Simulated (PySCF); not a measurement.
RbNa: everyday levels beside a composite calculation

PySCF; the state is a singlet (closed shell). The composite is CCSD(T) extrapolated to the basis-set limit from two correlation-consistent sets, with core-valence (CV) and scalar-relativistic (SR) terms as its label shows; it has no spin–orbit coupling and nothing beyond (T). Here it is CCSD(T)/CBS(DT). It gives Re = 3.640 Å, ωe = 107 cm⁻¹ and De = 0.62 eV to Rb + Na.

| level | basis | relativity | Re (Å) | ωe (cm⁻¹) | De (eV) |
| --- | --- | --- | --- | --- | --- |
| RHF-CCSD(T) | def2-SVP | scalar-relativistic core potentials | 3.743 | 99.4 | 0.54 |
| RHF-CCSD(T) | def2-SVPD | scalar-relativistic core potentials | 3.734 | 100 | 0.55 |
| LDA | def2-SVPD | scalar-relativistic core potentials | 3.578 | 108 | 0.76 |
| PBE | def2-SVPD | scalar-relativistic core potentials | 3.703 | 102 | 0.67 |
| PW91 | def2-SVP | scalar-relativistic core potentials | 3.696 | 102 | 0.70 |
| r²SCAN | def2-SVPD | scalar-relativistic core potentials | 3.774 | 102 | 0.49 |
| PBE0 | def2-SVP | scalar-relativistic core potentials | 3.714 | 105 | 0.58 |
| PBE0 | def2-SVPD | scalar-relativistic core potentials | 3.717 | 104 | 0.58 |
| PBE0 | x2c-TZVPall | spin-free X2C | 3.681 | 106 | 0.59 |
| B97-3 | def2-SVP | scalar-relativistic core potentials | 3.684 | 106 | 0.80 |

Q: Give the difference of each row from the composite.

A: 

```tsv
level	basis	ΔRe (pm)	Δωe (%)	ΔDe (eV)
RHF-CCSD(T)	def2-SVP	+10.3	-7.1	-0.08
RHF-CCSD(T)	def2-SVPD	+9.4	-6.5	-0.07
LDA	def2-SVPD	-6.2	+0.9	+0.14
PBE	def2-SVPD	+6.3	-4.7	+0.05
PW91	def2-SVP	+5.6	-4.7	+0.08
r²SCAN	def2-SVPD	+13.4	-4.7	-0.13
PBE0	def2-SVP	+7.4	-1.9	-0.04
PBE0	def2-SVPD	+7.7	-2.8	-0.04
PBE0	x2c-TZVPall	+4.1	-0.9	-0.03
B97-3	def2-SVP	+4.4	-0.9	+0.18
```

Q: Which rows come closest in De?

A: PBE0 in def2-SVP (-0.04 eV); PBE0 in def2-SVPD (-0.04 eV); PBE0 in x2c-TZVPall (-0.03 eV), counted from the composite.

Correlated steps freeze the inner cores (1 to 15 orbitals); shallow outer-core shells are correlated. Closed-shell solutions of metal pairs were not tested for spin polarisation, which can lower them a little. Correlated levels converge slowly with the basis: in double zeta they bind strong bonds too weakly, by up to about 1 eV, and carry superposition errors of some tenths. Where the molecule has an RHF reference, its open-shell atoms are computed with UHF.
